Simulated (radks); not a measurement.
Values are calculated unless marked as measured or tabulated.
Initial-state core-level shifts of the tin ion Sn+ when its valence configuration changes from [Kr] 4d10 5s2 5p1. Code: a radial shooting solver on a logarithmic mesh with Libxc functionals. Model: Dirac Kohn-Sham, PBE, spin-unpolarised, spherical densities, point nucleus; open shells are shared between the two j in proportion to 2j + 1. Shifts are changes of the shell-averaged eigenvalues in eV (positive: less bound).

| valence | 1s | 2p | 4s | 4p |
|---|---|---|---|---|
| 4d10 5p3 | -3.052 | -2.965 | -3.018 | -3.004 |
| 4d10 5s1 5p2 | -1.561 | -1.517 | -1.543 | -1.536 |
| 4d9.5 5p3.5 | -6.980 | -7.088 | -6.542 | -6.386 |
| 4d9 5s2 5p2 | -8.120 | -8.511 | -7.271 | -6.987 |
| 4d9 5s1 5p3 | -9.571 | -9.925 | -8.695 | -8.402 |
| 4d8.5 5p4.5 | -15.017 | -15.562 | -13.596 | -13.138 |
| 4d8 5s2 5p3 | -16.440 | -17.288 | -14.502 | -13.910 |
| 4d8.5 5s2 5p2.5 | -12.253 | -12.865 | -10.890 | -10.455 |
| 4d10 5s1.5 5p1.5 | -0.790 | -0.768 | -0.781 | -0.778 |
